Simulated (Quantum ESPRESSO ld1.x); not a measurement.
All-electron atom: Al II in [Ne] 3s2. All-electron calculation, non-relativistic Kohn-Sham, LDA (Slater exchange, VWN5 correlation), spin-polarised, spherical densities, point nucleus. Program: ld1.x of Quantum ESPRESSO 7.5.

Radial electron density D(r) = 4 pi r^2 rho(r):

```
   r/bohr * D(r) (the largest magnitude, 14.5, reaches the edge; | marks zero)
 0.007995 |  *
 0.009014 |   *
  0.01016 |    *
  0.01146 |     *
  0.01292 |       *
  0.01457 |         *
  0.01656 |           *
  0.01867 |             *
  0.02105 |                *
  0.02373 |                   *
  0.02676 |                       *
  0.03017 |                           *
  0.03402 |                               *
  0.03835 |                                   *
  0.04359 |                                        *
  0.04915 |                                            *
  0.05541 |                                                *
  0.06248 |                                                   *
  0.07044 |                                                     *
  0.07942 |                                                      *
  0.08955 |                                                      *
    0.101 |                                                    *
   0.1148 |                                                *
   0.1294 |                                            *
   0.1459 |                                        *
   0.1645 |                                    *
   0.1855 |                                 *
   0.2091 |                               *
   0.2358 |                                *
   0.2658 |                                  *
   0.3021 |                                      *
   0.3406 |                                          *
   0.3841 |                                             *
    0.433 |                                               *
   0.4882 |                                              *
   0.5505 |                                           *
   0.6207 |                                      *
   0.6998 |                                *
   0.7954 |                        *
   0.8968 |                 *
    1.011 |            *
     1.14 |        *
    1.285 |     *
    1.449 |    *
    1.634 |   *
    1.842 |   *
    2.094 |   *
    2.361 |  *
    2.662 |  *
    3.001 | *
    3.384 |*
    3.815 |*
    4.302 *
     4.85 *
    5.513 *
    6.216 *
    7.008 *
    7.901 *
```

D(r) has 2 maxima, at r = 0.0814, 0.447 bohr, and minima at 0.216 bohr, inside which lie 2.20 electrons.
